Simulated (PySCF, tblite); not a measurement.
One entry of a table of gas-phase calculations, keyed by method. Lists by class give the value and the number of equivalent atoms.

```json
{
 "formula": "C3H4Cl2OSi",
 "smiles": "C=C1O[Si@@H](Cl)[C@@H]1Cl",
 "charge": 0,
 "multiplicity": 1,
 "geometry_level": "GFN2-xTB",
 "electronic_structure_code": "PySCF",
 "results": {
  "GFN2-xTB geometry": {
   "point_group": "C1",
   "rotational_constants_GHz": [2.448, 0.983, 0.762]
  },
  "PBE0/def2-SVPD ground state and vertical TDDFT (core frozen in the response)": {
   "dipole_D": 0.93,
   "homo_eV": -7.22,
   "lumo_eV": -0.69,
   "S1_eV": 5.46,
   "strongest_line_of_8_singlets_eV": 6.65,
   "T1_tda_eV": 3.99,
   "polarisability_au": 88.5,
   "r2_bohr2_about_centre_of_nuclear_charge": 1407.2,
   "singlets_eV_and_f": [
    [5.46, 0.016],
    [5.69, 0.057],
    [6.2, 0.011],
    [6.46, 0.028],
    [6.58, 0.02],
    [6.64, 0.023],
    [6.65, 0.089],
    [7.06, 0.006]
   ],
   "triplets_tda_eV": [3.99, 5.36, 5.53]
  },
  "PBE0/pcSseg-1 ground state and GIAO shieldings, non-relativistic": {
   "shift_vs_computed_TMS_C_by_class_ppm": [
    [168.3, 1],
    [94.4, 1],
    [58.3, 1]
   ],
   "shift_vs_computed_TMS_H_by_class_ppm": [
    [5.71, 1],
    [5.12, 1],
    [4.75, 1],
    [4.52, 1]
   ],
   "shielding_other_nuclei_by_class_ppm": [
    ["O", 128.7, 1],
    ["Si", 332.0, 1],
    ["Cl", 818.1, 1],
    ["Cl", 874.2, 1]
   ]
  },
  "GFN2-xTB harmonic vibrations, gas phase": {
   "strongest_ir_bands_cm-1_km_per_mol_modes": [
    [642.5, 85.5, 1],
    [675.7, 327.3, 1],
    [770.2, 80.8, 1],
    [846.5, 155.7, 1],
    [1758.1, 107.0, 1],
    [2393.8, 158.6, 1]
   ],
   "zpe_kcal_per_mol": 39.6
  }
 }
}
```

In wavenumbers S1 is 44000 cm⁻¹ (1 eV = 8065.54 cm⁻¹). S1 lies 1.07 eV below the HOMO–LUMO gap; its leading configuration is HOMO→LUMO, weight 0.59, beside HOMO→LUMO+1, weight 0.38. The vertical singlet–triplet gap S1 − T1 is 1.47 eV (TDDFT singlet less Tamm–Dancoff triplet; S1: HOMO→LUMO, weight 0.59, beside HOMO→LUMO+1, weight 0.38; T1: HOMO→LUMO, weight 0.68). With B = h/(8π²I), that is 505.379 GHz u Å² over I, the principal moments of inertia are 206.5, 513.9 and 663.2 u Å² (most abundant isotopes); the inertial defect Ic − Ia − Ib is -57.2 u Å² (zero for a rigid planar frame, negative otherwise).

